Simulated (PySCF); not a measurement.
# How the method changes the constants of MgGe⁻

State: ⁴Σ⁻ (quartet), unpaired electrons σ ↑, π ↑↑. Set-up: Mg aug-cc-pVDZ, Ge aug-cc-pVDZ-PP with ECP10; scalar-relativistic core potentials (PySCF 2.14). De refers to Mg + Ge⁻ in their high-spin ground configurations, without counterpoise correction. The functionals are run spin-unrestricted. A positive dipole points towards Ge; it is taken about the centre of mass and depends on that origin.

| Level | Re (Å) | ωe (cm⁻¹) | De (eV) | μ (D) | CPU s a point (SCF and correlation, without the integrals) |
| --- | --- | --- | --- | --- | --- |
| UHF | 2.945 | 145 | n/a | 3.90 | 0.38 |
| UHF-MP2 | 2.774 | 186 | 0.81 | n/a | 0.64 |
| UHF-SCS-MP2 | 2.786 | 182 | 0.76 | n/a | n/a |
| PBE | 2.740 | 203 | 1.04 | 3.58 | 0.82 |
| TPSS | 2.730 | 206 | 1.07 | 3.62 | 1.1 |
| r²SCAN | 2.708 | 213 | 1.09 | 3.47 | 1.1 |
| PBE0 | 2.738 | 201 | 1.00 | 3.53 | 1.7 |
| B97-3 | 2.757 | 195 | 0.95 | 3.46 | 0.8 |
| B2PLYP | 2.751 | 194 | 0.84 | 3.51 | 1 |

The bond length runs from 2.708 Å (r²SCAN) to 2.945 Å (UHF). De spans 0.76 eV (UHF-SCS-MP2, perturbation theory) to 1.09 eV (r²SCAN, meta-GGA).

Correlated steps freeze 5 core orbitals. Correlated levels converge slowly with the basis: in double zeta they bind strong bonds too weakly, by up to about 1 eV, and carry superposition errors of some tenths. Spin–orbit coupling is left out. For an ion De counts to the pair picked by the measured ionisation energies or electron affinities, which need not be the lowest pair at this level. The highest Kohn–Sham level is positive in this anion. Much of that is self-interaction error, but it also means that the finite basis helps to hold the extra electron. B2PLYP dipoles, levels and charges come from its SCF part alone. The state was picked by a PBE0 search and need not be the measured ground state.

The whole job (state search and all levels along the bond) took about 2.7 min on 1 thread of Oxide Virtual Turin-like (shared host), peak memory 0.73 GiB.
